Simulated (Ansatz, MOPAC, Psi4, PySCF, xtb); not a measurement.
Noncovalent pair: HCl (SMILES Cl) (first 2 atoms) with CH3F (SMILES CF); geometry from B3LYP-D3(BJ)/def2-TZVP, rigid monomers moved along the line of their centres of mass till H2···F4 is 1.74 Å.
(charge 0, multiplicity 1):
```xyz
7

Cl     0.16521     0.05212    -0.13614
H      0.21538     0.50856     1.07035
C     -0.46762    -0.55109     3.33478
F      0.07178     0.62909     2.80265
H      0.24878    -0.96043     4.04549
H     -1.40460    -0.30197     3.83069
H     -0.63944    -1.24909     2.51625
```

| level | interaction energy (kcal/mol) | minus CCSD(T)/CBS(aug-cc-pV(D+d)Z, aug-cc-pV(T+d)Z) |
|---|---|---|
| PM3 | -4.04 | -0.84 |
| PM6 | 2.10 | 5.30 |
| PM7 | 4.80 | 8.00 |
| GFN2-xTB | -1.85 | 1.35 |
| HF/STO-3G (no counterpoise) | -6.12 | -2.92 |
| HF/aug-cc-pV(D+d)Z | -0.49 | 2.71 |
| HF/aug-cc-pV(T+d)Z | -0.35 | 2.85 |
| PBE/def2-TZVPPD | -2.86 | 0.34 |
| PBE-D3(BJ)/def2-TZVPPD | -3.70 | -0.50 |
| r2SCAN/def2-TZVPPD | -3.57 | -0.37 |
| PBE0/def2-TZVPPD | -2.83 | 0.37 |
| PBE0-D3(BJ)/def2-TZVPPD | -3.60 | -0.40 |
| PBE0-D4/def2-TZVPPD | -3.55 | -0.34 |
| wB97X-V/def2-TZVPPD | -3.21 | -0.01 |
| wB97M-V/def2-TZVPPD | -3.18 | 0.02 |
| SCS-MP2/aug-cc-pV(D+d)Z | -1.79 | 1.41 |
| CCSD/aug-cc-pV(T+d)Z | -2.38 | 0.82 |
| CCSD(T)/aug-cc-pV(T+d)Z | -2.86 | 0.34 |
| CCSD(T)/CBS(aug-cc-pV(D+d)Z, aug-cc-pV(T+d)Z) | -3.20 | 0.00 |
| SAPT0/jun-cc-pV(D+d)Z | -2.84 | 0.36 |

 The comparison column counts from a level with limits of its own.

The rows run from -6.12 (HF/STO-3G (no counterpoise)) to 4.80 kcal/mol (PM7). In aug-cc-pV(T+d)Z the value moves HF -0.35, CCSD -2.38, CCSD(T) -2.86, a shift of -2.51 from HF to CCSD(T). The dispersion term adds -0.84 in PBE-D3(BJ), -0.77 in PBE0-D3(BJ), -0.71 in PBE0-D4. The 5 functionals in def2-TZVPPD without D3 or D4 span 0.74, from r2SCAN to PBE0.

Interaction energies are E(AB) − E(A) − E(B) at the monomers' geometry in the complex; basis-set methods are counterpoise corrected. Rows marked so take none.

Correlated levels freeze the cores. CBS: X⁻³ extrapolation of the correlation energy, Hartree–Fock from the larger set. Rows in STO-3G carry no dispersion term and start afresh at each structure. The state that PM3, PM6, PM7 reach isn't checked; PM7 holds dispersion and hydrogen-bond terms.

Codes used: Ansatz (an electronic-structure program) with Gaussian orbitals; MOPAC for PM3, PM6, PM7 (differences of heats of formation); Psi4 for SAPT; PySCF for STO-3G rows, the dispersion terms; xtb for the GFN methods. Values without a source in brackets are computed.
